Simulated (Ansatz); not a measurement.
C2H6OSi can be A, `O=CC[SiH3]`, or B, `OC1C[SiH2]1`.

Gas-phase electronic energies from Ansatz, PBE0-D4/def2-TZVP geometries. CCSD(T)/CBS is the MP2 limit (def2-TZVPP, def2-QZVPP) plus CCSD(T) − MP2 in def2-TZVPP, frozen cores. Functionals use def2-TZVPP. One conformer a species, not always the lowest.

A:

Z-matrix (Å, degrees):
```
C
C 1 1.497
Si 1 1.889 2 112.7
H 1 1.097 2 108.4 3 -123.5
H 1 1.097 2 108.4 3 123.5
O 2 1.202 1 123.9 3 0.0
H 2 1.111 1 116.0 3 -180.0
H 3 1.483 1 110.6 2 -61.3
H 3 1.483 1 110.6 2 61.3
H 3 1.488 1 107.7 2 180.0
```

B:

```xyz
10

O     0.4596   -0.0176    1.7708
C    -0.0450   -0.4972    0.5587
C    -0.7765    0.4961   -0.3610
Si    0.8386   -0.1246   -1.0310
H    -0.2868    0.2323    2.3254
H    -0.5366   -1.4698    0.6275
H    -1.7375    0.1940   -0.7650
H    -0.7600    1.5245   -0.0087
H     0.8592   -1.1426   -2.1029
H     1.9850    0.8049   -1.0139
```

(1) Which isomer does CCSD(T)/CBS put lower? Give the gap. (Estimate.)

(2) Give E(B) − E(A) in kJ/mol with PBE0-D4, CCSD(T)/def2-SVP, HF/def2-TZVPP, MP2/def2-TZVPP, ωB97M-V, LDA (SPW92), r2SCAN-D4. (An estimate is asked.)

(3) Does the order hold for the free energy at 298.15 K (harmonic terms from PBE0-D4)? (An estimate is asked.)

Largest T1 diagnostic: 0.014.

Results:

(1) Ansatz gave: A, by 107.5 kJ/mol.

(2) The calculation gave: PBE0-D4 96.9, CCSD(T)/def2-SVP 137.8, HF/def2-TZVPP 147.9, MP2/def2-TZVPP 107.9, ωB97M-V 106.6, LDA (SPW92) 73.6, r2SCAN-D4 103.8. None reverses the order clearly.

(3) Ansatz gave: Yes: G(B) − G(A) = +120.6 kJ/mol, for one conformer each.

At CCSD(T), def2-SVP lies +30.3 kJ/mol from the extrapolated value and def2-TZVPP +6.9 kJ/mol. From r2SCAN to r2SCAN0 (25 % exact exchange), in def2-TZVPP and without D4, E(B) − E(A) moves by −3.2 kJ/mol.
